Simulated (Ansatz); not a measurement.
Job for Ansatz (an electronic-structure program): U-B3LYP/def2-TZVPP on H2IIn (SMILES [InH2][I]), a point of a bond scan (R = 1.543 Å). Elements past Kr take the def2 small-core potentials; no spin–orbit coupling.

Ansatz 0.2 input:
```yaml
crystal:
  periodic: [false, false, false]
  atoms:
    - {symbol: In, position_ang: [-0.72638877, -1.13552285, 0.19955666]}
    - {symbol: H, position_ang: [-0.13529429, -2.07024189, 1.27496176]}
    - {symbol: H, position_ang: [-2.11914691, -1.24747254, -0.79314453]}
    - {symbol: I, position_ang: [0.71286441, 1.11438097, -0.19584118]}
basis:
  gaussian:
    orbitals: def2-TZVPP
hamiltonian:
  xc: {name: B3LYP}
magnetization: {spin_polarized: true, initial_magnetization: 0}
```

The head of its log:

```
WARN ansatz: RAYON_NUM_THREADS=1 ignored (pool sized by the plan → 1); use --threads N
Functional definition: B3LYP
integrals: 0.05 GiB planned
994 factors; their error is unknown
mean field: 0.62 GiB planned
mean field evaluation 1: about -13311.7003 eV, gradient 1.2e1 eV
mean field evaluation 2: about -13311.8744 eV, gradient 1.2e1 eV
```

Give the final energy of this run.

-489.2346 hartree.
